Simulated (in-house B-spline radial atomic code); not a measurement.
Configurations of Mo6+, with energies counted from [Ar] 3d10 4s2 4p6. Method: Dirac-Hartree-Fock, average of configuration, Fermi nucleus of rms radius 4.4091 fm. Calculated with an all-electron radial atomic-structure program (B-spline basis). Energies include first-order Breit, QED and recoil terms.

Occupations are held fixed; configurations that lie above the ionisation limit could autoionise.

```tsv
configuration	E - E(ref) (eV)	highest orbital	its <r> (bohr)
[Ar] 3d10 4s2 (4p1/2)2 (4p3/2)3 (4f7/2)1	78.196	4f7/2	2.078
[Ar] 3d10 4s2 (4p1/2)2 (4p3/2)3 (7d5/2)1	105.88	7d5/2	7.316
[Ar] 3d10 4s2 (4p1/2)2 (4p3/2)3 8s1	107.37	8s1/2	8.393
[Ar] 3d10 4s1 4p6 (7g9/2)1	145.4	7g9/2	8.975
[Ne] 3s2 (3p1/2)2 (3p3/2)3 3d10 4s2 4p6 (4d5/2)1	408.62	4d5/2	1.339
[Ne] 3s2 (3p1/2)1 (3p3/2)4 3d10 4s2 4p6 (7d5/2)1	494.94	7d5/2	7.235
```

Question: Order these further configurations by energy, lowest first.
A. [Ar] (3d3/2)4 (3d5/2)5 4s2 4p6 (6f5/2)1
B. [Ar] 3d10 4s1 4p6 (6g9/2)1
C. [Ar] 3d10 4s2 (4p1/2)2 (4p3/2)3 (6d3/2)1
D. [Ar] 3d10 4s1 4p6 (8g7/2)1
E. [Ar] 3d10 4s1 4p6 (5d3/2)1

Answer: C (97.486 eV), E (116.17 eV), B (140.46 eV), D (148.61 eV), A (306.2 eV).

Question: How far above the reference does [Ar] 3d10 4s2 (4p1/2)1 (4p3/2)4 6s1 lie?

Answer: 90.069 eV; its least bound orbital is 6s1/2 with <r> = 3.88 bohr.
